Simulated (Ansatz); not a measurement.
Ansatz (a first-principles code) input (MP2/LANL2DZ): The .json file is the Basis Set Exchange's LANL2DZ.

Ansatz 0.2 input:
```yaml
crystal:
  periodic: [false, false, false]
  atoms:
    - {symbol: C, position_ang: [-1.79371400, 0.44296300, 0.32404900]}
    - {symbol: O, position_ang: [-0.44765300, 0.48401800, 0.70021900]}
    - {symbol: B, position_ang: [0.48546800, -0.17344200, -0.17651700]}
    - {symbol: O, position_ang: [0.20700400, -0.79718800, -1.27464700]}
    - {symbol: O, position_ang: [1.79974100, -0.01541600, 0.38635900]}
    - {symbol: H, position_ang: [-2.19165700, 1.46205100, 0.19464100]}
    - {symbol: H, position_ang: [-1.91526400, -0.10670200, -0.61531700]}
    - {symbol: H, position_ang: [-2.39971900, -0.04547300, 1.10368400]}
    - {symbol: H, position_ang: [2.36885100, -0.47176100, -0.24016800]}
basis:
  gaussian:
    orbitals: LANL2DZ.json
total_charge: -1
magnetization: {spin_polarized: false}
correlation: {method: mp2, electrons: outside_noble_gas}
```

Output:

```
Functional definition: HF
integrals: 0.02 GiB planned
728 factors; integrals over basis functions are off by at most 5.6e-4 eV
mean field: 0.16 GiB planned
mean field evaluation 1: about -7875.4877 eV, gradient 3.8e1 eV
mean field evaluation 2: about -7875.4957 eV, gradient 3.9e1 eV
mean field evaluation 4: about -7879.1031 eV, gradient 3.7e0 eV
mean field evaluation 8: about -7879.1486 eV, gradient 1.2e-1 eV
mean field -7879.14867163 eV, -289.5533730035 hartree, gradient 2.9e-6 eV, S^2 0.000000; 0 other end points of the search recorded, 0 dependent functions left out
5 core orbitals not correlated
reference -7879.14867163 eV, -289.5533730035 hartree; 15, 15 occupied and 33, 33 virtual orbitals, 728 factors
second order -13.58950736 eV of doubles, -0.00000000 eV of singles
Total energy: -7892.73817899 eV, -290.0527781879 hartree
```

The dipole moment of an ion depends on the origin.

The geometry given is a B3LYP-D3(BJ)/def2-TZVP minimum.
